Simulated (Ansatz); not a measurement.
# Cost against result

Saddle point of SnH6SeO, closed shell (SnH₄O ([OH][SnH3]) + H₂Se → SnH₄Se ([SeH][SnH3]) + H₂O; bonds formed: Sn1–Se7, O2–H6; bonds broken: Sn1–O2, H6–Se7), PBE0-D4/def2-TZVP structure:

Sn1  (-0.855, 0.022, -0.801)
O2  (-0.097, 1.027, 0.865)
H3  (-0.897, -1.659, -0.591)
H4  (-2.441, 0.646, -0.562)
H5  (-0.162, 0.695, -2.186)
H6  (0.985, 0.489, 0.827)
Se7  (2.224, -0.474, 0.031)
H8  (-0.577, 0.958, 1.698)
H9  (1.820, -1.705, 0.720)
(Å)

Barriers are electronic and count from the start structure reached by relaxing down the imaginary mode.

Ansatz 0.2.0; basis: as named in each row; cores frozen in the correlated methods. Filled d shells of the heavier atoms are correlated. Core potentials replace the inner electrons of the atoms past krypton. The def2 sets are not built for correlating such inner shells, so the correlated values are less sure here. B3LYP uses VWN-RPA correlation. Extrapolation: Hartree–Fock as exp(−7.88 √X), correlation as X^−2.97.

Times are rough, for one single point on 4 threads of a shared host (Intel Xeon 6975P-C).

The estimate by CCSD(T) at an estimated basis limit (MP2 extrapolated from triple and quadruple zeta, plus CCSD(T) − MP2 in triple zeta) is 11.61 kcal/mol.

```csv
method,basis,time (s),barrier (kcal/mol),method less estimate
SPW92,def2-SVP,under 1,-2.01,-13.62
PBE-D4,def2-SVP,under 1,3.70,-7.91
SPW92,def2-TZVPP,under 1,0.76,-10.86
PBE0-D4,def2-SVP,under 1,6.12,-5.50
PBE-D4,def2-TZVPP,under 1,6.05,-5.57
BLYP-D4,def2-TZVPP,1,9.24,-2.37
B3LYP-D4,def2-TZVPP,1,10.79,-0.83
PBE0-D4,def2-TZVPP,1,8.28,-3.34
BHLYP-D4,def2-TZVPP,1,13.32,1.70
CAM-B3LYP-D4,def2-TZVPP,2,12.30,0.68
r2SCAN-D4,def2-TZVPP,2,7.69,-3.93
r2SCAN0-D4,def2-TZVPP,2,9.15,-2.47
wB97M-V,def2-SVP,2,8.79,-2.82
B2PLYP,def2-TZVPP,3,12.08,0.46
PBE-QIDH,def2-TZVPP,3,10.38,-1.23
RPA on PBE,def2-TZVPP,3,14.28,2.67
wB97X-V,def2-TZVPP,3,12.61,0.99
B97M-V,def2-TZVPP,3,12.40,0.79
wB97M-V,def2-TZVPP,3,11.46,-0.15
CCSD(T),def2-SVP,3,13.04,1.43
MP2,def2-QZVPP,10,10.44,-1.17
CCSD(T),def2-TZVPP,38,13.16,1.54
```

All methods are single points on the PBE0-D4 structures; a negative value means that the method puts the saddle structure below the start.

No T1 diagnostic of these runs exceeds 0.013.

Labels in which every atom is bracketed show which atoms are joined, not bond orders.
